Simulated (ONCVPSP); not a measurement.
**rhenium (Re): one change to an ONCV potential, before and after**

```
Element                 : rhenium
Generator               : ONCVPSP 4.0.1
Type                    : optimised norm-conserving Vanderbilt (ONCV)
Functional              : PBE
Relativity              : scalar-relativistic
Frozen core             : [Kr] 4d10 4f14
Valence charge          : 15
Reference configuration : 5s2 5p6 5d6 6s1
Partial waves           : 5s+6s: rc 1.90 bohr, ncon 3, nbas 8, qcut 7.1 1/bohr, 3 projectors, debl 3 Ha; 5p: rc 1.25 bohr, ncon 4, nbas 8, qcut 5.6 1/bohr, 3 projectors, debl 3.7 Ha; 5d: rc 2.40 bohr, ncon 3, nbas 7, qcut 7.8 1/bohr, 3 projectors, debl 2.1 Ha
Local potential         : polynomial inside 1.00 bohr (lpopt 5, dvloc0 1 Ha)
Core correction         : polynomial model core, fcfact 0.25
```

Change: p: rc 1.68.

Cutoffs: the cutoffs (Ha) at which the residual kinetic energy of the hardest occupied pseudo-wave falls to 1 and 0.1 mHa per electron; they do not see the model core or the augmentation charge, which bear on the density cutoff. Errors are all-electron minus pseudo energies relative to the spin-unpolarised reference configuration.

Question: What does the change do?

Answer: The potential gets softer (116 Ha and 137 Ha → 15 Ha and 20 Ha); the errors of the 4 common tests hardly move; neither file shows a bound ghost. A larger radius leaves more room for a smooth pseudo-wave, so fewer plane waves are needed.

| quantity | base | changed |
| --- | --- | --- |
| cutoff, loose | 116 Ha | 15 Ha |
| cutoff, tight | 137 Ha | 20 Ha |
| loose cutoff by channel | s 15 Ha, p 116 Ha, d 15 Ha | s 15 Ha, p 12 Ha, d 15 Ha |
| bound ghosts | none | none |
| GHOST(+) flags under 300 eV | s at 141.1 eV | s at 141.1 eV |
| error for 5s2 5p6 5d5 6s2, meV [ΔE -0.94 eV] | -1.9 | -2.0 |
| error for 5s2 5p6 5d5 6s1, meV [ΔE 8.30 eV] | -1.1 | -1.2 |
| error for 5s2 5p6 5d5 6s0, meV [ΔE 24.63 eV] | -8.8 | -8.5 |
| error for 5s2 5p6 5d4 6s2 6p1, meV [ΔE 4.11 eV] | -11 | -12 |
| s: phases at 1.93 bohr within 0.05 rad from the reference energy up to (Ha; the scan ends near 5) | to the end of the scan | to the end of the scan |
| d: phases at 2.43 bohr within 0.05 rad from the reference energy up to (Ha; the scan ends near 5) | to the end of the scan | to the end of the scan |
| rms error of d²Exc/dni dnj with the model core, mHa | 1.20 | 1.03 |
